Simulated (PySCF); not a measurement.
# How methods differ on the ionisation energy of Bi²⁺

Bi²⁺ [Xe] 4f14 5d10 6s2 6p1 (2P) → Bi³⁺ [Xe] 4f14 5d10 6s2 (1S), as a difference of total energies. Computed with PySCF 2.14 in ANO-RCC-VTZP (8s7p5d3f2g, 93 functions), with scalar relativity by spin-free X2C-1e. Correlated levels: valence and next inner shell: [Kr] 4d10 4f14 frozen. The calculations carry no spin-orbit coupling.

**Question.** Order these methods by the ionisation energy they give, lowest first.
A. SCS-MP2 (valence and next inner shell)
B. CCSD (valence and next inner shell)
C. UHF
D. CCSD(T) (valence and next inner shell)

**Answer.** C (23.080 eV), A (23.492 eV), B (23.577 eV), D (23.598 eV).

A first-order spin-orbit estimate (lowest level to lowest level, LS coupling) adds 1.458 eV.

Errors of the correlated levels include the incompleteness of this basis and the frozen core.

For comparison: 25.571 eV (measured; NIST Atomic Spectra Database, ionization energies).
